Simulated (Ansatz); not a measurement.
(ZnCl2)n off (charge -1): r2SCAN-D4/def2-TZVPD single points in Ansatz on relaxed structures, gas phase. Each cluster is the lowest isomer that a short search found in that spin, judged at the geometry's level, and lower ones may exist. HOMO and LUMO are taken over both spins. Singlets are spin-restricted. The spins of the ions were chosen, not always searched. A dash marks a value that wasn't run or was left out as unsound. The structures are stationary points that may keep the symmetry of their start. Remarks come from the PBE and PBE0 runs and from stability tests at other levels; not every state was tested. A HOMO above zero means that the electron is unbound at that level and held by the basis, or that self-interaction error raises the level; the energy of removing that electron tells which. HOMO above LUMO (over both spins in singlets and doublets, within one spin in higher multiplets; at PBE or PBE0), or a gap under 0.15 eV within one spin, warns that the state may not be the lowest or that an electron is smeared out.

| species | atoms | state | geometry | HOMO (eV) | vertical IE (eV) | lowest of the spins relaxed | point group (within 0.1 Å) | remarks |
| --- | --- | --- | --- | --- | --- | --- | --- | --- |
| ZnCl3⁻ | 4 | singlet | PBE-D4/def2-SVPD | -3.04 | 5.62 | singlet, of singlet/quintet | D3h | gap within one spin near zero at PBE or PBE0 (neutral doublet), HOMO above zero (quintet), gap within one spin near zero at PBE or PBE0 (quintet) |
| Zn2Cl5⁻ | 7 | singlet | PBE-D4/def2-SVPD | -3.96 | – | – | D3h | – |

(1) Estimate the rows for ZnCl2⁻ (doublet; oxidised ion singlet, r2SCAN-D4/def2-TZVPD geometry).

(1) 
```tsv
species	atoms	state	geometry	HOMO (eV)	vertical IE (eV)	lowest of the spins relaxed	point group (within 0.1 Å)	remarks
ZnCl2⁻	3	doublet; oxidised ion singlet	r2SCAN-D4/def2-TZVPD	0.15	2.42	doublet, of doublet/quartet	C2v	HOMO above zero at PBE or PBE0, HOMO above zero (quartet)
```
